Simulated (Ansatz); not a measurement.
CH7GaGeO, 11 atoms. Total charge 0; spin multiplicity 1. Correlated methods include outer-core shells of Ga, Ge, which these sets cover unevenly. Scalar relativity is left out up to krypton. The bonds changed during the relaxation, so this is another structure than the one it started from. All runs use 4 threads of an Arm Neoverse V1 on a shared host. Correlated methods freeze the cores.

Q: How many basis functions does each run have, and how long does it take in Ansatz? RKS ωB97M-V/def2-QZVPP energy; RKS ωB97M-V/def2-SVP energy; RKS CAM-B3LYP-D4/def2-TZVPP energy; RKS PBE0-D4/def2-SVP energy; RKS PBE0-D4/def2-TZVP relaxation (5 steps); RHF-MP2/def2-QZVPP energy; RHF-CCSD(T)/def2-TZVPP energy; RKS PBE0-D4/def2-QZVPP energy; RKS SPW92 (LDA)/def2-TZVPP energy; RHF-CCSD(T)/def2-SVP energy; RKS PBE-D4/def2-TZVPP energy and forces; RKS BHLYP-D4/def2-TZVPP energy. (Estimate.)

A: Ansatz gave: Other jobs shared the machine, so times are rough.

```tsv
level	job	functions	wall time	peak host memory (GiB)
RKS SPW92 (LDA)/def2-TZVPP	energy	256	1.6 s	0.35
RKS PBE0-D4/def2-SVP	energy	127	1.9 s	0.46
RKS PBE-D4/def2-TZVPP	energy and forces	256	3.1 s	0.36
RKS BHLYP-D4/def2-TZVPP	energy	256	4.4 s	0.86
RKS CAM-B3LYP-D4/def2-TZVPP	energy	256	5.5 s	0.91
RKS ωB97M-V/def2-SVP	energy	127	8.5 s	0.47
RKS PBE0-D4/def2-QZVPP	energy	502	15 s	2.3
RHF-CCSD(T)/def2-SVP	energy	127	17 s	0.77
RKS PBE0-D4/def2-TZVP	relaxation (5 steps)	200	26 s	0.65
RKS ωB97M-V/def2-QZVPP	energy	502	30 s	2.7
RHF-MP2/def2-QZVPP	energy	502	41 s	3.3
RHF-CCSD(T)/def2-TZVPP	energy	256	5.9 min	5.9
```
